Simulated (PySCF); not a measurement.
Simulated absorption spectrum

Compound: C2H11AsB2.
SMILES: `CB(C)[BH2-][AsH3+]`

Method: TDDFT wB97X-D/def2-SVPD, vertical, gas phase, core orbitals frozen in the response in PySCF 2.14.0, density-fitted response routines. The structure is a single PBE0-D3(BJ)/def2-SVP conformer in the gas phase; no vibrational or solvent corrections. The wB97X-D/def2-SVPD calculation is non-relativistic and has no spin–orbit coupling, an omission that weighs most on arsenic. Torsions of this conformer, `[CH3:1][B:2]([CH3:3])[BH2-:4][AsH3+:5]`: C1–B2–B4–As5 -174°.

Broadening: Gaussians 0.25 eV wide at half height, area fixed by f = 4.319×10⁻⁹ ∫ε dν̃. The cross-section is σ = 3.8235×10⁻²¹ ε cm², given in Mb (10⁻¹⁸ cm²). The width is an assumption, not a result. The curve ends short of the highest state used, and states not computed would add to its high-energy end.

```
λ (nm)  σ (Mb)
 174.3    6.50
 175.7   16.47
 177.1   31.81
 178.6   47.90
 180.0   54.06
 181.5   47.29
 182.9   33.12
 184.3   18.82
 185.8    8.38
 187.2    3.61
 188.7    1.96
 190.1    1.96
 191.5    2.34
 193.0    2.54
 194.4    2.31
 195.9    1.72
 197.3    1.10
 198.7    0.60
 200.2    0.26
 201.6    0.10
 203.1    0.03
 204.5    0.01
 205.9    0.00
 207.4    0.00
 208.8    0.00
 210.3    0.00
 211.7    0.00
 213.2    0.00
 214.6    0.00
 216.0    0.00
 217.5    0.00
 218.9    0.00
 220.4    0.00
 221.8    0.01
 223.2    0.02
 224.7    0.05
 226.1    0.09
 227.6    0.18
 229.0    0.29
 230.4    0.43
 231.9    0.58
 233.3    0.69
 234.8    0.76
 236.2    0.76
 237.6    0.69
 239.1    0.58
 240.5    0.45
 242.0    0.31
 243.4    0.21
 244.8    0.13
 246.3    0.07
 247.7    0.04
 249.2    0.02
 250.6    0.01
 252.1    0.00
 253.5    0.00
```

Problem. Locate the maxima and give the states behind the curve.

Solution. 235 nm (5.27 eV), ε about 200, made up of S1 (100%); 193 nm (6.43 eV), ε about 670, made up of S2 (81%) and S3 (18%); 180 nm (6.89 eV), ε about 14000, made up of S5 (25%) and S6 (75%) (ε in L mol⁻¹ cm⁻¹; maxima over ε = 5, shares over 10%). The states used: S1 5.27 eV (f 0.0019); S2 6.41 eV (f 0.0050); S3 6.48 eV (f 0.0013); S4 6.66 eV (f 0.0001); S5 6.84 eV (f 0.036); S6 6.90 eV (f 0.099); S7 7.48 eV (f 0.088); S8 7.65 eV (f 0.017); S9 7.68 eV (f 0.0097); S10 7.72 eV (f 0.0087).

Problem. What would ε be at 6.89 eV, the highest of these maxima, with half the width (0.125 eV)?

Solution. About 25800 L mol⁻¹ cm⁻¹ against 14100, a factor of about 1.8; a lone state at its own centre would give exactly 2.

Problem. Coming from long wavelengths, where does ε first pass 100 L mol⁻¹ cm⁻¹?

Solution. At about 241 nm (5.14 eV), 0.12 eV below S1.

Problem. On this curve, what absorbance would a 10⁻⁵ mol/L sample give at 248 nm over a 1 cm path?

Solution. 248 nm is 4.999 eV, where ε is about 8.6 L mol⁻¹ cm⁻¹, so A = ε c l ≈ 8.6e-05 (Beer–Lambert, with the gas-phase spectrum and the assumed width).

All these states lie below the vertical ionisation energy of 8.78 eV (ΔSCF).

The run took 91 s on an Arm Neoverse V2 with one thread, shared host, and the process peaked at 1.0 GiB of memory.
